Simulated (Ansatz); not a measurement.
Program: Ansatz 0.2.0.

A structure relaxed at PBE0-D4/def2-TZVP, charge 0, multiplicity 1:

Cartesian coordinates in Å:
```
F 0.2607 2.5631 -0.6503
C 0.1272 1.2799 -0.4089
C 0.0199 0.3196 -1.3194
F 0.0109 0.4617 -2.6237
C -0.1860 -1.0192 -0.7030
F 0.6638 -1.9457 -1.1724
F -1.4352 -1.4781 -0.9275
C 0.0326 -0.7442 0.8217
F 1.2109 -1.2445 1.2015
F -0.9297 -1.3229 1.5552
C 0.0299 0.7939 0.9924
F 1.0859 1.2183 1.7470
H -0.8909 1.1180 1.4877
```

Task: Give its formula and SMILES.

Result: C5HF7, `FC1=C(F)C(F)(F)C(F)(F)C1F`.

Task: Point group (tolerance 0.08 Å, 0.16 Å for H)?

Result: C1.

Task: Summarise the bond lengths by kind.

Result: 7 × C–F 1.312 to 1.366 Å; 5 × C–C 1.328 to 1.565 Å; 1 × C–H 1.095 Å.
